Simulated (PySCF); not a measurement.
Pt(OH) (HOPt), SMILES [OH][Pt] (connectivity only; charge and spin as stated), neutral, multiplicity 2.

The structure is a stationary point at PBE-D3(BJ)/def2-TZVPD. The spin state was assumed, not searched. The def2 effective core potentials stand for the cores of Pt; spin–orbit coupling is left out.

Calculation: PBE-D3(BJ)/def2-TZVPD (PySCF).

Frequencies are harmonic and unscaled.

Computed harmonic wavenumbers and intensities:
| mode | ν (cm⁻¹) | IR (km/mol) | moving atoms (share of kinetic energy) |
|---|---|---|---|
| 1 | 641 | 31.4 | O 86 %, Pt 8 % |
| 2 | 908 | 82.8 | H 90 %, O 10 % |
| 3 | 3541 | 64.6 | H 94 % |
